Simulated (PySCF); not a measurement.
## Correlation energy of Ba (barium, neutral)

[Xe] 6s1 6p1, high-spin 3P determinant (an excited configuration). Computed with PySCF 2.14 in aug-cc-pwCVTZ-X2C, with scalar relativity by spin-free X2C-1e. Frozen: [Kr] 4d10; 10 electrons correlated.

```tsv
level	correlation energy (mhartree)
CCSD	-170.56
(T)	-4.96
CCSD(T)	-175.52
```

Diagnostics: T1 = 0.023, D1 = 0.1000, largest double amplitude 0.053.

Spin-orbit coupling, absent here, splits the open shell strongly.

Cost of the coupled-cluster step: about 50 core-seconds, for 10 correlated electrons.
